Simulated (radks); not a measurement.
Valence configurations of Ti+ (all share [Ar]). Calculated with a radial shooting solver on a logarithmic mesh with Libxc functionals: scalar-relativistic Kohn-Sham, r2SCAN, spin-polarised, spherical densities, finite nucleus; open shells are filled with parallel spins first; meta-GGA in the generalised Kohn-Sham scheme; Fermi nuclear charge, rms radius 3.5921 fm. Energies are relative to 3d2 4s1; eigenvalues in eV for spin up.

valence          E (eV)  moment (Bohr magnetons)    e(3d)    e(4p)    e(4s)
3d2 4s1           0.000                        3  -12.064        -  -11.163
3d2 4s0.5 4p0.5   2.070                        3  -12.598   -7.306  -11.363
3d1.5 4s1.5       1.855                        2  -14.089        -  -11.745
4s1 4p2          16.934                        3        -  -10.687  -15.826
3d1 4s1 4p1       6.655                        3  -17.268   -8.920  -13.545
3d1 4s2           3.850                        1  -16.213        -  -12.193
3d1 4p2          11.224                        3  -18.301   -9.392        -
3d3              -0.189                        3   -8.585        -        -
4p3              22.043                        3        -  -11.132        -
3d2 4p1           4.064                        3  -13.112   -7.564        -

NIST lists [Ar] 3d2 4s1 as the ground configuration; this level of theory puts 3d3 lower, by 0.189 eV. The energies are those of spherical high-spin densities, not of single terms.
